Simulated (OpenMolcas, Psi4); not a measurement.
**A ladder of methods for SnH2F2 (SMILES [F][SnH2][F])**

SnH2F2 has 5 atoms, charge 0, and is taken as a singlet. SMILES: `[F][SnH2][F]`. The coordinates come from a PBE0-D4/def2-TZVP relaxation.

Each level gives the dipole moment (D). The values are calculated.

```
                                             level                    kind     program  value (D)  CPU time
                      HF/def2-SVP (core potential)            Hartree–Fock        Psi4       3.94     7.6 s
                   SVWN5/def2-SVP (core potential)                     LDA  OpenMolcas       3.17     8.7 s
                     PBE/def2-SVP (core potential)                     GGA  OpenMolcas       3.08      14 s
                   M06-L/def2-SVP (core potential)                meta-GGA        Psi4       3.35      33 s
                  r2SCAN/def2-SVP (core potential)                meta-GGA  OpenMolcas       3.30      17 s
                   B3LYP/def2-SVP (core potential)           global hybrid  OpenMolcas       3.32      13 s
PBE0-D4/def2-SVP (density fitting, core potential)           global hybrid        Psi4       3.40       5 s
                 wB97X-V/def2-SVP (core potential)  range-separated hybrid        Psi4       3.41   1.8 min
```

The values span 3.08 to 3.94 D. Magnitudes only. Times are those of the runs behind each value, whatever else they computed, on shared processors of several kinds: orders of magnitude only.
